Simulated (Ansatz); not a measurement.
C2H10N2Si can be A, `C[SiH](N)CN`, or B, `CN[SiH2]NC`.

Calculated with Ansatz (gas phase, PBE0-D4/def2-TZVP geometries, no zero-point term in ΔE). CCSD(T)/CBS adds triple-zeta CCSD(T) − MP2 to the extrapolated MP2 energy (def2 sets, frozen cores). DFT in def2-TZVPP. B3LYP here is the variant with VWN-RPA as its local correlation; programs differ in this. Each species was taken in one conformer, which may not be the lowest.

A:

```xyz
15

C    -1.4301    1.1246   -0.5905
Si    0.3505    0.6557   -0.3082
N     0.8103   -0.4320   -1.5749
C     0.5927   -0.2657    1.3110
N    -0.2034   -1.4871    1.3048
H    -1.7623    1.8345    0.1709
H    -2.0659    0.2389   -0.5271
H    -1.5747    1.5933   -1.5674
H     1.1943    1.8921   -0.2419
H     1.7756   -0.7072   -1.6694
H     0.3939   -0.3188   -2.4856
H     1.6727   -0.4194    1.4795
H     0.2525    0.3895    2.1221
H    -0.0060   -2.0272    0.4712
H     0.0001   -2.0712    2.1055
```

B:

```xyz
15

C     2.070    0.928    0.852
N     0.864    0.860    0.060
Si   -0.695    0.461    0.642
N    -1.569   -0.332   -0.594
C    -1.160   -1.552   -1.253
H     2.928    0.520    0.308
H     1.943    0.329    1.756
H     2.326    1.947    1.169
H     0.930    1.333   -0.828
H    -0.402   -0.332    1.874
H    -1.595    1.593    1.020
H    -2.546   -0.112   -0.693
H    -0.076   -1.659   -1.171
H    -1.402   -1.531   -2.320
H    -1.616   -2.451   -0.820
```

(1) Which is lower in electronic energy at CCSD(T)/CBS, and by how much? (An estimate is asked.)

(2) Give E(B) − E(A) in kJ/mol with CCSD/def2-TZVPP, B2PLYP, CCSD(T)/def2-TZVPP, B3LYP-D4, MP2/def2-TZVPP, PBE0-D4, PBE-D4. (An estimate is asked.)

Largest T1 diagnostic: 0.010.

Results:

(1) Computed: A, by 16.2 kJ/mol.

(2) The calculation gave: CCSD/def2-TZVPP 12.1, B2PLYP 10.1, CCSD(T)/def2-TZVPP 14.1, B3LYP-D4 10.2, MP2/def2-TZVPP 16.2, PBE0-D4 18.1, PBE-D4 19.7. None reverses the order clearly.

In def2-TZVPP, CCSD(T) changes the Hartree–Fock value by +18.4 kJ/mol (the triples alone add +2.0 kJ/mol) and MP2 by +20.4 kJ/mol.
